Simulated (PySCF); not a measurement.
C₃H₃NO₃S, SMILES N#C/C=C/S(=O)(=O)O. Atoms are numbered in the order given.

```xyz
11

N      3.8010     1.0631    -0.6382
C      2.6544     0.9585    -0.5045
C      1.2433     0.8482    -0.3412
C      0.6391    -0.3061    -0.0423
S     -1.1192    -0.3488     0.0874
O     -1.5959    -1.4926    -0.6656
O     -1.6296     0.9867    -0.1077
O     -1.2855    -0.7109     1.6556
H      0.6402     1.7556    -0.4653
H      1.1474    -1.2639     0.0937
H     -1.6201    -1.6204     1.7108
```
Charge 0, spin multiplicity 1.

Geometry: PBE0-D3(BJ)/def2-SVP. One conformer was computed; it need not be the lowest.

Method: r2SCAN/def2-TZVP (PySCF).

The molecule is in vacuum.

| Property | Result |
|---|---|
| total energy | -794.64006 hartree |
| highest occupied level | -8.14 eV |
| lowest empty level | -3.71 eV |
| orbital gap | 4.43 eV |
| dipole moment | 2.84 D |
| quadrupole, principal values (traceless, Buckingham form, about the centre of nuclear charge) | -19.19, 1.75, 17.44 D·Å |
